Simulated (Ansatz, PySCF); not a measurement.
Gas-phase reaction in SMILES: C[CH2][Ge]([Br])([Br])[Br] + 5 [H][H] (H2) -> 3 Br (HBr) + 2 C (CH4) + [GeH4] (GeH4)
Structures are relaxed separately at B3LYP-D3(BJ)/def2-TZVP in Ansatz (a first-principles code), one conformer each, not searched for the lowest. Frequencies are from Ansatz or PySCF.

Property: energy of full hydrogenation (0 K, with B3LYP-D3(BJ) harmonic zero-point energies), in kcal/mol. Correlated levels leave the core frozen unless marked. No spin-orbit coupling. The frozen core is the preceding noble-gas configuration, with the filled d and f shells of earlier blocks. No relativistic terms. CBS marks a two-point X^-3 extrapolation of the correlation energy; Hartree-Fock from the larger set.

```tsv
level	program	energy of full hydrogenation (kcal/mol)
HF/aug-cc-pVTZ	Ansatz	13.3
```

### Question
What does CCSD(T)/CBS(cc-pVTZ,cc-pVQZ) (Ansatz) give?

### Answer
36.3 kcal/mol
